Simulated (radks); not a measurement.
The numbers below are computed, except where a source is named.
Ionisation of Eu, [Xe] 4f7 6s2, to Eu+, [Xe] 4f7 6s1, under several functionals. Scalar-relativistic Kohn-Sham, spin-unpolarised, spherical densities, point nucleus; a radial shooting solver on a logarithmic mesh with Libxc functionals.

OLYP: E(Eu) (hartree) -10848.0499; Exc (hartree) -246.1644; IE (eV) 5.651; -e(HOMO) (eV) 2.906; <r> HOMO (bohr) 0.9659; IE error (eV) -0.020
RPBE: E(Eu) (hartree) -10844.4698; Exc (hartree) -242.4058; IE (eV) 5.920; -e(HOMO) (eV) 2.701; <r> HOMO (bohr) 0.9773; IE error (eV) +0.249
PW91: E(Eu) (hartree) -10845.3411; Exc (hartree) -243.2830; IE (eV) 6.054; -e(HOMO) (eV) 2.774; <r> HOMO (bohr) 0.9775; IE error (eV) +0.384
Wu-Cohen GGA: E(Eu) (hartree) -10843.1188; Exc (hartree) -241.0477; IE (eV) 6.019; -e(HOMO) (eV) 2.745; <r> HOMO (bohr) 0.9778; IE error (eV) +0.348
SOGGA: E(Eu) (hartree) -10839.8255; Exc (hartree) -237.7381; IE (eV) 5.928; -e(HOMO) (eV) 2.677; <r> HOMO (bohr) 0.9777; IE error (eV) +0.258
LDA (Slater exchange, VWN5 correlation): E(Eu) (hartree) -10836.7072; Exc (hartree) -234.6218; IE (eV) 6.220; -e(HOMO) (eV) 2.923; <r> HOMO (bohr) 0.9768; IE error (eV) +0.550
exchange-only B88: E(Eu) (hartree) -10841.5869; Exc (hartree) -239.4670; IE (eV) 5.447; -e(HOMO) (eV) 1.724; <r> HOMO (bohr) 0.9855; IE error (eV) -0.224
HCTH/407: E(Eu) (hartree) -10850.5729; Exc (hartree) -248.8201; IE (eV) 5.965; -e(HOMO) (eV) 3.434; <r> HOMO (bohr) 0.9583; IE error (eV) +0.294

NIST Atomic Spectra Database: 5.670 eV (measured). Closest: OLYP. The Delta-SCF values span 0.77 eV, the total energies 13.87 hartree. The highest occupied level is 4f. Spin polarisation and multiplet splitting are left out, so open shells lie too high by an amount that depends on their filling. Spin-orbit splitting is averaged out at the scalar-relativistic level.

Beside tabulated values, note that spin-unpolarised runs miss the spin-polarisation part of the exchange energy of open shells.
